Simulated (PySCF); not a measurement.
Shapes and spin states of MoOCl

Level of theory: PBE0 in PySCF with Mo def2-TZVP with ECP28, O def2-TZVP, Cl def2-TZVP; scalar-relativistic core potentials, no spin–orbit coupling; density-fitted integrals.

Relaxations began from a few typed shapes and spin states; open shells are unrestricted. The search is not exhaustive: other isomers or separated fragments can lie lower, and high-lying points may rest on an excited occupation.

(1) Order these stationary points by electronic energy, lowest first, in kJ/mol from the lowest minimum.
A. doublet Cs: Mo–Cl 2.305 Å, Mo–O 1.641 Å; Cl–Mo–O 134.9°
B. quartet Cs: Mo–Cl 2.280 Å, Mo–O 1.665 Å; Cl–Mo–O 136.7°
C. quartet C∞v: Mo–Cl 2.320 Å, Mo–O 1.683 Å; Cl–Mo–O 180.0°
D. doublet C∞v: Mo–Cl 2.361 Å, Mo–O 1.650 Å; Cl–Mo–O 180.0°
E. broken-symmetry Ms = 1/2 (⟨S²⟩ 1.61) Cs: Mo–Cl 2.287 Å, Mo–O 1.655 Å; Cl–Mo–O 135.4°

(2) Which of them are minima?

## Answers

(1) B (0.0), C (20.9), E (55.6), A (91.7), D (102.3).

(2) By energy in kJ/mol, 0.0: minimum; 20.9: saddle point, 2 imaginary modes; 55.6: minimum; 91.7: minimum; 102.3: saddle point, 2 imaginary modes.

Formally Mo is in oxidation state +3, d3, with 3 unpaired electrons (the high-spin count). The Mulliken spin on Mo is 3.16. The polar-tensor charge on Mo, 1.25, is far below the formal one.

For the lowest minimum: with open d or f shells other occupations or spin states may lie lower.
